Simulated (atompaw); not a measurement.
# carbon (C): PAW (atompaw) pseudisation with PBE, scalar-relativistic reference atom.

C (Z = 6), PAW, made with atompaw 4.2.0.5 (PBE, scalar-relativistic). Core [He], reference 2s2 2p0.5 (charge +1.5). Waves: 2s (bound): rc 2.80 bohr; 2s channel at -2.1 Ry: rc 1.30 bohr; 2p (bound): rc 2.60 bohr; 2p channel at 0.5 Ry: rc 2.80 bohr; 3d channel at 0.35 Ry: rc 2.80 bohr. Local part: troulliermartins scheme with l = 3 at 0 Ry, radius 2.50 bohr. Core correction: smooth core density matched at 1.50 bohr. Augmentation charge: besselshape compensation charge, radius 2.45 bohr; PAW radius 2.80 bohr; waves and projectors: custom rrkj vanderbiltortho.

All-electron outer shells of the reference configuration (PBE, scalar-relativistic, ld1.x):

```json
{"shell": "2s", "level (eV)": "-32.79", "outermost node (bohr)": "0.37", "outermost maximum (bohr)": "1.14"}
{"shell": "2p", "level (eV)": "-24.04", "outermost node (bohr)": "–", "outermost maximum (bohr)": "1.06"}
```

Question: Estimate the cutoffs (Ry, on a coarse ladder) from which the occupation-weighted sum of valence levels, in a spherical-Bessel basis at the reference potential, stays within 10 and 1 mRy of its value at 400 Ry.

Answer: 8 Ry and 12 Ry.

Question: Does the potential have ghost states?

Answer: No extra level below or beside the all-electron valence levels (s, p, d, f tested).

Question: Is the overlap operator S = 1 + Σ q|β⟩⟨β| positive definite (Bessel basis up to 400 Ry)?

Answer: Yes: its lowest eigenvalue is 0.11 (s channel).

Question: Which valence shell sets the plane-wave cutoff?

Answer: 2p: its level needs 12 Ry to come within 1 mRy, against 8 Ry for 2s.
